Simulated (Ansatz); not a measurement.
Molecule: C5H11O, net charge 0, doublet state. It need not be the lowest isomer of its formula. 
Geometry from a B3LYP-D3(BJ)/def2-TZVP (Ansatz, a program for electronic structure) optimisation:
```
C
H 1 1.0945
H 1 1.0952 2 106.26
C 1 1.5261 2 109.80 3 118.23
H 4 1.0939 1 110.16 2 -179.15
H 4 1.0970 5 106.62 1 118.58
C 4 1.5216 5 108.66 6 117.40
H 7 1.0916 4 110.13 5 62.67
H 7 1.0981 8 107.27 4 -119.68
O 7 1.4239 8 105.37 9 -117.98
H 10 0.9633 7 108.45 8 179.32
C 1 1.5303 2 109.03 3 -117.28
H 12 1.0966 1 109.67 2 -64.60
H 12 1.1032 13 104.67 1 116.06
C 12 1.4839 13 109.94 14 118.03
H 15 1.0812 12 121.04 13 -37.74
H 15 1.0822 16 117.83 12 172.39
```
Charge 0, spin multiplicity 2.

Wanted: atomisation energy (electronic, to ground-state atoms), in kJ/mol. Valence correlation only, unless marked. Open shells are spin-unrestricted. No spin-orbit coupling. Non-relativistic. The coupled-cluster limit lacks core correlation, which all-electron functionals hold. Basis-set limits of correlation are two-point, X^-3; Hartree-Fock from the larger set. The bracket is a focal-point correction in the basis named.

```csv
level,program,atomisation energy (kJ/mol)
BLYP-D3(BJ)/def2-TZVPD,Ansatz + dftd3,6596.6
BLYP/def2-TZVPD,Ansatz,6531.0
PBE0/def2-TZVPD,Ansatz,…
r2SCANh/def2-TZVPD,Ansatz,6611.1
HSE06-D4/def2-TZVPD,Ansatz + dftd4,6675.0
LC-wPBE-D3(BJ)/def2-TZVPD,Ansatz + dftd3,…
"RI-MP2/CBS(cc-pVTZ,cc-pVQZ)+[CCSD(T)-MP2]/cc-pVTZ",Ansatz,6627.9
```

### Question
What belongs in the gaps?

### Answer

- PBE0/def2-TZVPD, atomisation energy (kJ/mol): 6646.2
- LC-wPBE-D3(BJ)/def2-TZVPD, atomisation energy (kJ/mol): 6657.8
